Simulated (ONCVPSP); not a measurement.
## sulfur: excitation energies, all-electron against ONCV

| Property | Result |
| --- | --- |
| Element | S (Z = 16) |
| Generator | ONCVPSP 4.0.1 |
| Type | optimised norm-conserving Vanderbilt (ONCV) |
| Functional | LDA (Perdew-Wang 92) |
| Relativity | scalar-relativistic |
| Frozen core | [Ne] |
| Valence charge | 6 |
| Reference configuration | 3s2 3p3 (charge +1) |
| Partial waves | 3s: rc 1.35 bohr, ncon 5, nbas 8, qcut 3.8 1/bohr, 2 projectors, debl 0.5 Ha; 3p: rc 1.30 bohr, ncon 5, nbas 8, qcut 5.2 1/bohr, 3 projectors, debl 1.7 Ha |
| Local potential | polynomial inside 0.85 bohr (lpopt 5, dvloc0 0 Ha) |
| Core correction | none |

In the s channel the program set the typed energies aside and used -1.015, 0.250 Ha.

Energies are relative to the spin-unpolarised reference configuration 3s2 3p3; without spin polarisation the order of configurations can differ from experiment.

| valence configuration | charge | ΔE all-electron (eV) | error AE − PS (meV) |
| --- | --- | --- | --- |
| 3s2 3p4 | 0 | -11.858 | +3.3 |
| 3s2 3p1 | +3 | 56.524 | +69 |
| 3s1 3p4 | +1 | 10.799 | +2.6 |

Question: What are ΔE and the potential's error for 3s2 3p2?

Answer: ΔE = 22.370 eV all-electron; the error (AE − PS) is +9.2 meV.

Levels in the configuration 3s1 3p4:

```csv
level,all-electron (eV),pseudo (eV)
3s,-28.291,-28.281
3p,-17.444,-17.440
```

Note: ghosts flagged at negative energy: p at -159.6 eV; GHOST(+) flagged for s at 75.0 eV. A true bound ghost makes a file unfit for plane-wave use.
